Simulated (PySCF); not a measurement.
Species: C₆H₁₄Si₂.
Geometry (GFN2-xTB, Å), atoms numbered from 1 in this order:
```
atom  x, y, z in Å
C1    -2.1853   -0.7278   -1.1148
C2    -2.6497   -0.3807    0.3005
Si3   -1.5908    1.0663    0.9689
Si4    0.2281    0.4674   -0.3322
C5     1.7715   -0.1272    0.5740
C6     2.7948    0.8802    1.0124
C7     3.1174   -0.0705   -0.0904
C8    -0.6826   -1.0017   -1.1627
H9    -2.7366   -1.5984   -1.4848
H10   -2.4167    0.1075   -1.7819
H11   -3.7159   -0.1545    0.2922
H12   -2.5242   -1.2587    0.9379
H13   -1.5221    0.9973    2.4335
H14   -2.2512    2.3381    0.6445
H15    0.6631    1.4222   -1.3711
H16    1.6307   -0.9590    1.2554
H17    3.2798    0.7439    1.9679
H18    2.6295    1.9165    0.7582
H19    3.1752    0.3169   -1.0965
H20    3.8227   -0.8649    0.1061
H21   -0.3749   -1.1659   -2.1952
H22   -0.4731   -1.9276   -0.6229
```

Theory: PBE0/pcSseg-1 in PySCF (dipole) on a GFN2-xTB geometry, gas phase.

Take the most abundant isotopes and a rigid rotor. The values belong to one conformer with, in the numbering `[CH2:1]1[CH2:2][SiH2:3][Si@@H:4]([CH:5]2[CH2:6][CH2:7]2)[CH2:8]1`, Si3–Si4–C5–C6 -88°, C8–C1–C2–Si3 54°, C1–C2–Si3–Si4 -28°, C2–Si3–Si4–C5 -114°, Si4–C5–C6–C7 -110°.

Question: Give the principal moments of inertia and the rotational constants in MHz.

Answer: Ia = 185.89, Ib = 591.01, Ic = 712.43 u·Å²; 505379 MHz·u·Å²/I gives A = 2719, B = 855.1, C = 709.4 MHz.

Question: Classify the top.

Answer: An asymmetric top. Ray's parameter κ = (2B − A − C)/(A − C) = -0.855; −1 is the prolate and +1 the oblate limit.

Question: Is it planar, by Δ = Ic − Ia − Ib?

Answer: Not planar: Δ = Ic − Ia − Ib = -64.47 u·Å². For a rigid frame Δ = −2 Σ m c², so Σ m c² = 32.23 u·Å² lies off the ab plane: 17.47 from hydrogen and 14.76 from heavier atoms. The atom farthest from that plane is 1.89 Å away.

Question: Give the other two planar moments, Paa and Pbb, and the rms extents of the mass along the axes.

Answer: Paa = Σ m a² = (Ib + Ic − Ia)/2 = 558.77 and Pbb = Σ m b² = (Ia + Ic − Ib)/2 = 153.65 u·Å². With the mass M = 142.06 u, the rms extents √(P/M) along a, b and c are 1.98, 1.04, 0.48 Å.

Question: List the rotational levels J(Ka,Kc) to J = 4 (MHz).

Answer: Above 0(0,0):
J = 1: 1(0,1) 1564, 1(1,1) 3428, 1(1,0) 3574
J = 2: 2(0,2) 4685, 2(1,2) 6411, 2(1,1) 6849, 2(2,1) 12439, 2(2,0) 12448
J = 3: 3(0,3) 9346, 3(1,3) 10881, 3(1,2) 11755, 3(2,2) 17133, 3(2,1) 17174, 3(3,1) 26820, 3(3,0) 26821
J = 4: 4(0,4) 15523, 4(1,4) 16832, 4(1,3) 18288, 4(2,3) 23384, 4(2,2) 23506, 4(3,2) 33094, 4(3,1) 33096, 4(4,1) 46635, 4(4,0) 46635
Those of J = 1 are B + C, A + C and A + B.

Question: Which lines would a microwave search look for?

Answer: The dipole components are |μa| = 0.35 D, |μb| = 0.54 D, |μc| = 0.53 D. Intensities carry the squares of the components, which stand as 0.42 : 1.00 : 0.98 (a : b : c). Some lines, for components of 0.1 D or more:

| type | branch | J(Ka,Kc) | MHz | lower level (cm⁻¹) |
| --- | --- | --- | --- | --- |
| c | Q | 5(1,5) ← 5(0,5) | 1068 | 0.773 |
| b | R | 4(1,3) ← 3(2,2) | 1155 | 0.571 |
| c | Q | 3(1,3) ← 3(0,3) | 1535 | 0.312 |
| a | R | 1(0,1) ← 0(0,0) | 1564 | 0.000 |
| b | Q | 5(1,4) ← 5(0,5) | 3246 | 0.773 |
| a | R | 2(1,1) ← 1(1,0) | 3275 | 0.119 |
| c | R | 1(1,0) ← 0(0,0) | 3574 | 0.000 |
| a | R | 3(2,2) ← 2(2,1) | 4693 | 0.415 |
| a | R | 3(2,1) ← 2(2,0) | 4726 | 0.415 |
| b | Q | 4(2,2) ← 4(1,3) | 5219 | 0.610 |
| b | Q | 3(2,1) ← 3(1,2) | 5418 | 0.392 |
| a | R | 4(0,4) ← 3(0,3) | 6177 | 0.312 |
| b | Q | 5(2,4) ← 5(1,5) | 6931 | 0.809 |
| b | R | 4(1,4) ← 3(0,3) | 7486 | 0.312 |
| a | R | 5(2,4) ← 4(2,3) | 7804 | 0.780 |
| a | R | 5(2,3) ← 4(2,2) | 7961 | 0.784 |
| a | R | 5(1,4) ← 4(1,3) | 8148 | 0.610 |
| b | R | 2(2,0) ← 1(1,1) | 9020 | 0.114 |
| c | R | 4(2,3) ← 3(1,3) | 12503 | 0.363 |
| b | R | 4(2,2) ← 3(1,3) | 12625 | 0.363 |
| b | Q | 5(4,1) ← 5(3,2) | 13526 | 1.366 |
| c | R | 3(3,1) ← 2(2,1) | 14381 | 0.415 |
| b | R | 3(3,0) ← 2(2,1) | 14381 | 0.415 |
| b | R | 4(3,2) ← 3(2,1) | 15920 | 0.573 |
| c | R | 4(3,2) ← 3(2,2) | 15961 | 0.571 |
| b | R | 4(4,0) ← 3(3,1) | 19815 | 0.895 |
| b | R | 5(4,2) ← 4(3,1) | 21380 | 1.104 |
| c | R | 5(5,1) ← 4(4,1) | 25252 | 1.556 |

Question: Estimate the classical rotational partition function at 100 K, 200 K and 500 K.

Answer: Point group C1, symmetry number σ = 1; q = (√π/σ)·√((kT/h)³/(ABC)), k/h = 20836.6 MHz/K: 131000 at 100 K, 371000 at 200 K, 1470000 at 500 K.

No frequency check. These are rigid-rotor constants of the computed structure; measured ground-state constants (B0) also hold zero-point vibration.
